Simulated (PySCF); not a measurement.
**Spinor energies of Yb²⁺ (ytterbium, charge +2)**

Start: [Xe] 4f14. Calculated with PySCF 2.14 in x2c-SVPall-2c (7s10p9d3f1g, 112 functions): generalised Hartree-Fock with the X2C-1e Hamiltonian and a Gaussian nucleus; one run each with spin-orbit coupling (SO) switched off, then screened by Boettger's factors.

| spinor shell | electrons | ε, spin-free (eV) | ε, screened SO (eV) | weight of nominal j (screened SO) | rms radius, screened SO (bohr) |
| --- | --- | --- | --- | --- | --- |
| 1s1/2 | 2 | -61657.5 | -61642.2 | 1.000 | 0.0223 |
| 2s1/2 | 2 | -10589.8 | -10585.1 | 1.000 | 0.0901 |
| 2p1/2 | 2 | -9334.1 | -10078.3 | 1.000 | 0.0768 |
| 2p3/2 | 4 | -9334.1 | -9025.3 | 1.000 | 0.0838 |
| 3s1/2 | 2 | -2453.6 | -2452.2 | 1.000 | 0.231 |
| 3p1/2 | 2 | -2068.1 | -2228.5 | 1.000 | 0.222 |
| 3p3/2 | 4 | -2068.1 | -2000.6 | 1.000 | 0.237 |
| 3d3/2 | 4 | -1595.0 | -1623.9 | 1.000 | 0.210 |
| 3d5/2 | 6 | -1595.0 | -1574.6 | 1.000 | 0.214 |
| 4s1/2 | 2 | -521.72 | -521.38 | 1.000 | 0.519 |
| 4p1/2 | 2 | -392.76 | -429.40 | 1.000 | 0.531 |
| 4p3/2 | 4 | -392.76 | -377.39 | 1.000 | 0.564 |
| 4d3/2 | 4 | -219.81 | -225.61 | 1.000 | 0.600 |
| 4d5/2 | 6 | -219.81 | -215.75 | 1.000 | 0.612 |
| 5s1/2 | 2 | -80.409 | -80.366 | 1.000 | 1.31 |
| 5p1/2 | 2 | -48.070 | -52.682 | 1.000 | 1.48 |
| 5p3/2 | 4 | -48.070 | -46.173 | 1.000 | 1.60 |
| 4f5/2 | 6 | -27.870 | -28.672 | 1.000 | 0.849 |
| 4f7/2 | 8 | -27.870 | -27.106 | 1.000 | 0.866 |

```
   quantity     spin-free   screened SO
E (hartree)  -14048.02138  -14061.11422
        M_J             0             0
       ⟨J²⟩         0.000         0.000
       ⟨L²⟩         0.000         0.105
       ⟨S²⟩         0.000         0.105
```

Breit and QED terms are absent; they matter most for the inner s and p1/2 levels.

Densities and radii are taken from the X2C orbitals without a picture-change correction, which distorts them close to the nucleus.

Without spin-orbit coupling the j labels of p, d and f shells carry no meaning; the spin-free column gives the mean over the occupied spinors of each nl shell.
